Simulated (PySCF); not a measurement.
## Spin states and ions at one geometry of [Au3]−

PySCF 2.14.0, RKS TPSS, Au def2-SVP with ECP60; non-relativistic Hamiltonian with scalar-relativistic core potentials where named; density fitting; no spin-orbit coupling; singlets restricted, open shells unrestricted. The geometry is relaxed for charge -1, singlet, vacuum:

```xyz
3

Au    0.0000    0.0000    2.5988
Au    0.0000    0.0000    0.0000
Au    0.0000    0.0000   -2.5988
```

Energies count from the relaxed state; an electron taken off or put on is at rest in vacuum. Charges and spins are Mulliken's.

Question: Order these states by energy, lowest first.
A. charge -1, quintet, vacuum
B. charge -1, singlet, vacuum
C. charge 0, doublet, vacuum
D. charge -1, triplet, vacuum

Answer: B (0.00 eV), D (2.13 eV), C (3.43 eV), A (6.23 eV).

Question: How do charge and spin on the first atom follow?

Answer: 
| state | spin squared | charge on Au1 (e) | spin on Au1 (e) | dipole about the centre of mass (D) |
| --- | --- | --- | --- | --- |
| charge -1, singlet, vacuum | 0.00 | -0.32 | 0.00 | 0.00 |
| charge -1, triplet, vacuum | 2.00 | -0.25 | 0.86 | 0.00 |
| charge -1, quintet, vacuum | 6.00 | -0.27 | 1.39 | 0.00 |
| charge 0, doublet, vacuum | 0.75 | 0.13 | 0.46 | 0.00 |

With an electron taken off (doublet) the charges change, summed by element, by Au +1.00 e. The vertical ionisation energy is 3.43 eV, against −ε(HOMO) = 1.17 eV of the relaxed state. The level lies 2.3 eV too high, as is usual for semilocal functionals and global hybrids, which keep a self-interaction error.

Open shells may have lower solutions than those found.

No frequency check is given that shows the relaxed geometry to be a minimum.
